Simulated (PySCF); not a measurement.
2-pyrimidin-2-yl-1,3-thiazole (C7H5N3S), SMILES c1ccnc(n1)-c1sccn1.

Coordinates come from a B3LYP-D3(BJ)/def2-SVP optimisation. One conformer was computed; it need not be the lowest.

Computed with HF/def2-SVP run with PySCF.

Symmetry labels are those of the subgroup Cs that the program uses (full group Cs).

Computed valence orbital energies around the gap with their symmetry:
| orbital | symmetry | energy (eV) |
|---|---|---|
| HOMO−7 | A' | -13.90 |
| HOMO−6 | A' | -13.11 |
| HOMO−5 | A" | -11.81 |
| HOMO−4 | A' | -11.78 |
| HOMO−3 | A' | -11.34 |
| HOMO−2 | A" | -11.09 |
| HOMO−1 | A" | -10.46 |
| HOMO | A" | -8.80 |
| LUMO | A" | 1.52 |
| LUMO+1 | A" | 2.55 |
| LUMO+2 | A" | 4.27 |
| LUMO+3 | A' | 4.97 |
